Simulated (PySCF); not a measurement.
C4H12N2OSi2.
SMILES with atom numbers: `[CH3:1][C:2](=[O:3])[N:4]1[SiH2:5][CH2:6][NH:7][Si@H:8]1[CH3:9]`

NICS is the negative of the GIAO shielding at a point without a nucleus: at the ring centre (0) and 1 Å above and below it (1); zz is the component along the ring normal. Level: GIAO PBE0/pcSseg-1 (PySCF, non-relativistic, gas phase) on the GFN2-xTB geometry, one conformer.

Ring bond lengths (Å), with Mayer bond orders in brackets: N4–Si5 1.759 (0.82), Si5–C6 1.918 (0.87), C6–N7 1.453 (0.94), N7–Si8 1.710 (1.02), Si8–N4 1.747 (0.80).

Q: Give the NICS values of each ring in ppm.

A: 
| ring | type | NICS(0) | NICS(1), two faces | NICS(1)zz, two faces | rms pucker (Å) | centre to ring atoms, mean (Å) |
| --- | --- | --- | --- | --- | --- | --- |
| N4–Si5–C6–N7–Si8 | 5-membered ring with 2 N and 2 Si; formal bonds all single | -5.3 | -2.5 / -2.0 | 0.5 / -0.3 | 0.09 | 1.45 |

Q: What can be read from them?

A: 
- N4–Si5–C6–N7–Si8: mean NICS(1)zz 0.1 ppm, near zero. Si5, C6, Si8 have four or more neighbours, and the NICS criterion for π rings isn't applied.

The run took 69 s (grids of density and orbitals included) on one thread, Arm Neoverse V1 (aarch64), shared host with 32 logical CPUs at a one-minute load of 19, and the process peaked at 1.1 GiB of memory. This is the whole shielding run at PBE0/pcSseg-1, SCF included.
